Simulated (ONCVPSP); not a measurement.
Before and after: ONCV potential for carbon (C)

- Element: C (Z = 6)
- Generator: ONCVPSP 4.0.1
- Type: optimised norm-conserving Vanderbilt (ONCV)
- Functional: PBE
- Relativity: scalar-relativistic
- Frozen core: [He]
- Valence charge: 4
- Reference configuration: 2s2 2p1 (charge +1)
- Partial waves: 2s: rc 1.05 bohr, ncon 5, nbas 8, qcut 7.5 1/bohr, 2 projectors, debl 0.7 Ha; 2p: rc 2.10 bohr, ncon 5, nbas 8, qcut 6.9 1/bohr, 2 projectors, debl 1.2 Ha; d scattering state at 0.43 Ha: rc 2.20 bohr, ncon 5, nbas 10, qcut 5.2 1/bohr, 2 projectors, debl 0.9 Ha
- Local potential: polynomial inside 0.80 bohr (lpopt 4, dvloc0 0 Ha)
- Core correction: Teter function, fcfact 3.75, rcfact 1.1

In the s channel the program set the typed energies aside and used -0.947, 0.250 Ha.

All-electron outer shells of the reference configuration (PBE, scalar-relativistic, ld1.x):

| shell | level (eV) | outermost node (bohr) | outermost maximum (bohr) |
| --- | --- | --- | --- |
| 1s | -288.39 | – | 0.17 |
| 2s | -25.76 | 0.38 | 1.17 |
| 2p | -17.00 | – | 1.11 |

Change: p: qcut 9.4.

Cutoffs: the cutoffs (Ha) at which the residual kinetic energy of the hardest occupied pseudo-wave falls to 1 and 0.1 mHa per electron; they do not see the model core or the augmentation charge, which bear on the density cutoff. Errors are all-electron minus pseudo energies relative to the spin-unpolarised reference configuration.

Task: How do hardness, ghosts and transferability respond?

Result: The potential gets neither clearly harder nor softer (21 Ha and 27 Ha → 21 Ha and 27 Ha); the s channel sets the loose cutoff, while the largest relative change is in p, which becomes harder; of the 4 tests that both files solve, the error grows in 0 and shrinks in 1 by more than 15 % and 0.3 meV (median size 115.4 → 100.4 meV); neither file shows a bound ghost.

| quantity | base | changed |
| --- | --- | --- |
| cutoff, loose | 21 Ha | 21 Ha |
| cutoff, tight | 27 Ha | 27 Ha |
| loose cutoff by channel | s 21 Ha, p 16 Ha | s 21 Ha, p 19 Ha |
| bound ghosts | none | none |
| GHOST(+) flags under 300 eV | none | none |
| error for 2s2 2p2, meV [ΔE -10.86 eV] | +28 | +22 |
| error for 2s2 2p0, meV [ΔE 24.16 eV] | +125 | +107 |
| error for 2s1 2p0, meV [ΔE 72.35 eV] | +386 | +343 |
| error for 2s0 2p4, meV [ΔE 6.11 eV] | +105 | +94 |
| s: phases at 1.06 bohr within 0.05 rad from the reference energy up to (Ha; the scan ends near 5) | to the end of the scan | to the end of the scan |
| p: phases at 2.13 bohr within 0.05 rad from the reference energy up to (Ha; the scan ends near 5) | to the end of the scan | to the end of the scan |
| d: phases at 2.24 bohr within 0.05 rad from the reference energy up to (Ha; the scan ends near 5) | 3.0 | 3.0 |
| rms error of d²Exc/dni dnj with the model core, mHa | 4.54 | 4.66 |
